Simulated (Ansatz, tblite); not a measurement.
Removing and adding an electron: TcO3H. The state is a singlet with charge 0. Geometry: PBE-D4/def2-TZVP. Ansatz, gas phase; energy differences of separate SCF runs; the oxidised species was run as a doublet alone; the reduced species was run as a doublet alone.

Cartesian coordinates in Å:
```
Tc 0.0314 0.0216 -0.0516
O -0.8938 1.3085 -0.6336
O 1.5501 0.4960 0.5135
O 0.0967 -1.2865 -1.1172
H -0.7844 -0.5396 1.2889
```

In the def2 sets Tc takes a core potential; there is no spin–orbit coupling. The xTB rows come from tblite. HOMO above LUMO, or a gap near zero within one spin, warns that the state may not be the lowest or that an electron is smeared out.

| level | −HOMO (eV) | vertical IE (eV) | −LUMO (eV) | vertical EA (eV) | HOMO–LUMO gap (eV) | IE − EA (eV) | remarks |
| --- | --- | --- | --- | --- | --- | --- | --- |
| GFN1-xTB | 16.28 | 20.16 | 13.24 | 9.23 | 3.05 | 10.93 | – |
| r2SCAN-D4/def2-TZVPD | 8.88 | – | 4.99 | 1.76 | 3.89 | – | HOMO above zero (-1 doublet), restricted SCF unstable in HF (singlet) |
| PBE0-D4/def2-TZVP | 10.14 | 12.27 | 4.21 | – | 5.93 | – | restricted SCF unstable in HF (singlet), spin-contaminated (⟨S²⟩ 0.85) (+1 doublet) |
| PBE0-D4/def2-TZVPD | 10.15 | – | 4.22 | 2.08 | 5.92 | – | HOMO above zero (-1 doublet), restricted SCF unstable in HF (singlet) |

(1) Estimate the rows for GFN2-xTB, PBE-D4/def2-TZVP, PBE-D4/def2-TZVPD, r2SCAN-D4/def2-TZVP.

## Answers

(1) 
| level | −HOMO (eV) | vertical IE (eV) | −LUMO (eV) | vertical EA (eV) | HOMO–LUMO gap (eV) | IE − EA (eV) | remarks |
| --- | --- | --- | --- | --- | --- | --- | --- |
| GFN2-xTB | 13.96 | 17.56 | 10.90 | 7.29 | 3.06 | 10.27 | – |
| PBE-D4/def2-TZVP | 8.48 | 12.00 | 4.94 | – | 3.54 | – | – |
| PBE-D4/def2-TZVPD | 8.50 | – | 4.97 | 1.59 | 3.54 | – | HOMO above zero (-1 doublet), gap within one spin near zero (-1 doublet), restricted SCF unstable in HF (singlet) |
| r2SCAN-D4/def2-TZVP | 8.88 | 12.16 | 4.99 | – | 3.89 | – | restricted SCF unstable in HF (singlet) |

Run but left out: HF/def2-TZVPP, MP2/def2-TZVPP, CCSD/def2-TZVPP, CCSD(T)/def2-TZVPP (singlet: restricted singlet, unstable towards broken spin symmetry).   A HOMO above zero means that the electron is unbound at that level or that self-interaction error raises the level; the energy of removing that electron tells which. Raw xTB energy differences between charge states are shifted by several eV; the methods need an empirical correction for them.
